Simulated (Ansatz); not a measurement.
A geometry optimisation of ClF2GaH2Si2 with PBE0-D3(BJ)/pcseg-1

The starting geometry of this gas-phase singlet was optimised with GFN2-xTB.

| atom | x (Å) | y (Å) | z (Å) |
| --- | --- | --- | --- |
| Cl | 0.7882 | -0.0656 | 1.6129 |
| F | -0.9170 | -2.0195 | -0.3322 |
| F | -1.4443 | 1.9397 | 1.0325 |
| Ga | -0.1870 | -2.2354 | 1.9809 |
| Si | -1.5067 | -0.4954 | -0.9143 |
| Si | -1.6517 | 0.3153 | 1.2440 |
| H | -0.6556 | -0.4279 | -2.1079 |
| H | -2.7953 | -0.9963 | -1.4139 |

Q: Where would you expect an optimisation with PBE0-D3(BJ)/pcseg-1 to take it?

A: A bond breaks, giving a structure given below by its coordinates. Distances that change by over a tenth: Cl1–Si6 (2.50 → 2.10 Å), Ga4–Si6 (3.03 → 2.67 Å). Contacts that open: Cl1–Ga4 (2.41 → 3.95 Å).

The energy falls by 0.74 eV over 24 steps:

```tsv
step	E − E(last) (eV)
1	0.736
4	0.349
6	0.134
9	0.045
11	0.020
14	0.005
16	0.001
19	0.000
21	0.000
24	0.000
```

Final geometry (Å):

```csv
atom,x (Å),y (Å),z (Å)
Cl,1.0752,0.9431,1.0148
F,-1.2914,-2.3184,-0.3665
F,-1.8315,1.4580,1.5021
Ga,-0.8540,-2.2575,2.2830
Si,-1.3933,-0.7348,-0.9503
Si,-0.8701,0.1643,1.1620
H,-0.4198,-0.6564,-2.0763
H,-2.7845,-0.5833,-1.4667
```

Frequencies at the end are all real (lowest 33 cm⁻¹). Run with Ansatz 0.2.0, 48 s on 2 threads of Intel(R) Xeon(R) 6975P-C (Granite Rapids), with other jobs on the host.
